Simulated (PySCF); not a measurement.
## One molecule, many functionals

Species: C₃H₁₂AsGa.
Z-matrix (Å and degrees, PBE0-D3(BJ)/def2-SVP geometry), rows numbered from 1:
```
C 
C   1  1.5253
C   2  1.5251  1  111.82
Ga  2  2.0022  1  112.60  3   128.30
As  4  2.6557  2   98.29  1   -63.60
H   1  1.1055  2  111.89  3    56.80
H   1  1.1051  2  111.62  3   -62.27
H   1  1.1014  2  112.22  3   177.78
H   2  1.1072  1  107.83  3  -118.44
H   3  1.1055  2  111.88  1   -56.83
H   3  1.1050  2  111.63  1    62.24
H   3  1.1014  2  112.21  1  -177.81
H   4  1.5848  2  119.22  1  -163.48
H   4  1.5837  2  119.08  1    38.14
H   5  1.5129  4  120.14  2   -61.90
H   5  1.5130  4  122.72  2    60.26
H   5  1.5123  4  118.45  2  -179.48
```

Linear-response calculations in the def2-SVPD basis (PySCF; singlets by full response, triplets Tamm–Dancoff, core orbitals frozen in the response; HF means time-dependent Hartree–Fock). 'Strongest' is the level of largest summed f among the singlets computed (10 roots, of which the last may lack a degenerate partner); it can jump between rows when another state enters that window. S1 is the lowest singlet of each run and needn't be the same state throughout; f(S1) is that of one state. Geometry: PBE0-D3(BJ)/def2-SVP, one conformer, isolated molecule. Relativistic effects, spin–orbit coupling among them, are left out although an element past zinc is present.

```tsv
functional	kind	S1 (eV)	f(S1)	strongest (eV)	T1 (eV)	HOMO (eV)	gap (eV)	ionisation energy, ΔSCF (eV)
LDA	LDA	4.39	0.002	6.29	4.28	-5.73	4.33	8.49
PBE	GGA	4.48	0.002	6.41	4.37	-5.64	4.44	8.37
B3LYP	global hybrid, 20% exact exchange	5.07	0.002	6.86	4.93	-6.60	5.89	8.58
PBE0	global hybrid, 25% exact exchange	5.29	0.004	7.04	5.11	-6.76	6.34	8.54
BHandHLYP	global hybrid, 50% exact exchange	5.90	0.004	7.55	5.69	-7.85	8.08	8.59
CAM-B3LYP	range-separated hybrid	5.68	0.003	7.12	5.47	-8.08	8.43	8.69
wB97X-D	range-separated hybrid	5.80	0.005	7.43	5.61	-8.57	9.78	8.63
LC-wPBE	range-separated hybrid	6.28	0.005	7.77	5.96	-9.36	10.83	8.78
HF	Hartree–Fock	6.94	0.018	8.26	6.40	-9.52	11.44	not settled
```

S1 runs from 4.39 eV (LDA) to 6.94 eV (HF), a spread of 2.56 eV, while the orbital gap spreads over 7.1 eV. Along PBE (0%), B3LYP (20%), PBE0 (25%), BHandHLYP (50%), HF (100%) S1 rises with the share of exact exchange. −ε(HOMO) comes closest to its own ΔSCF ionisation energy with wB97X-D (-0.05 eV) and misses most with LDA (-2.76 eV). 'Not settled' means that the ion's SCF failed to converge or may have ended in another state than the lowest.
